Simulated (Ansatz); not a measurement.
`C[O][W](=[NH])(=[NH])[OH]` and `[NH]=[W](=[NH])([OH])[OH]` differ in one atom or group.

Ansatz, PBE0-D4/def2-TZVP geometries, multiplicity 1. Each molecule was computed in one conformer, which needn't be the lowest.

Elements past krypton have def2 core potentials.

```csv
property,`C[O][W](=[NH])(=[NH])[OH]`
HOMO–LUMO gap (PBE/def2-TZVPP) / eV,4.68
HOMO energy (ωB97M-V/def2-TZVPP) / eV,-9.63
LUMO energy (ωB97M-V/def2-TZVPP) / eV,1.47
LUMO energy (B3LYP/def2-TZVPP) / eV,-0.74
HOMO energy (PBE0/def2-TZVPP) / eV,-7.37
HOMO energy (B3LYP/def2-TZVPP) / eV,-7.13
```

**Question.** What does the change do to each property? (An estimate is asked.)

**Answer.** The calculation gave: 
```csv
property,`[NH]=[W](=[NH])([OH])[OH]`,shift
HOMO–LUMO gap (PBE/def2-TZVPP) / eV,4.78,0.10
HOMO energy (ωB97M-V/def2-TZVPP) / eV,-9.86,-0.23
LUMO energy (ωB97M-V/def2-TZVPP) / eV,1.26,-0.21
LUMO energy (B3LYP/def2-TZVPP) / eV,-0.88,-0.14
HOMO energy (PBE0/def2-TZVPP) / eV,-7.59,-0.22
HOMO energy (B3LYP/def2-TZVPP) / eV,-7.36,-0.23
```

With PBE0 the HOMO falls by 0.22 eV and the LUMO falls by 0.13 eV, so the gap widens by about 0.09 eV. PBE moves the HOMO by -0.23 eV and ωB97M-V by -0.23 eV. The zero-point energy changes by -74.3 kJ/mol with -9 modes.

B3LYP here is the variant with VWN-RPA as its local correlation; programs differ in this.
